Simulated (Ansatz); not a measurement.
## GaBH3ClO (SMILES O[B](Cl)[GaH2]): the vertical ionisation energy from total energies

The species is GaBH3ClO (7 atoms), meant as a singlet with charge 0. SMILES: `O[B](Cl)[GaH2]`. The shape is that of a PBE0-D4/def2-TZVP optimisation. This is one conformer, not always the lowest.

```xyz
7

O    -0.8455   -1.2291    0.9271
B    -0.0319   -0.6649    0.0179
Cl    0.8990   -1.7362   -1.0705
Ga    0.2024    1.4062   -0.1908
H    -0.8509   -2.1943    0.9059
H    -0.6913    2.2325   -1.1861
H     1.3180    2.1859    0.5965
```

Both states at this one shape; open shells run unrestricted unless said. 1 Eh = 27.2114 eV.

```
                             level  program  singlet GaBH3ClO (Eh)  doublet GaBH3ClO+ (Eh)  HOMO of the first (eV)
B3LYP/6-31G* (spherical functions)   Ansatz           -2486.758558            -2486.401421                   -7.37
BHLYP/6-31G* (spherical functions)   Ansatz           -2486.613776            -2486.250587                   -8.70
```

Q: Work out the vertical ionisation energy at each level.

A: 
1. B3LYP/6-31G* (spherical functions): -2486.401421 − (-2486.758558) = 0.357137 Eh = 9.72 eV; −ε(HOMO) = 7.37 eV.
2. BHLYP/6-31G* (spherical functions): -2486.250587 − (-2486.613776) = 0.363189 Eh = 9.88 eV; −ε(HOMO) = 8.70 eV.

No measured value is set beside it here; the levels span 9.72 to 9.88 eV. All-electron rows are non-relativistic unless named.
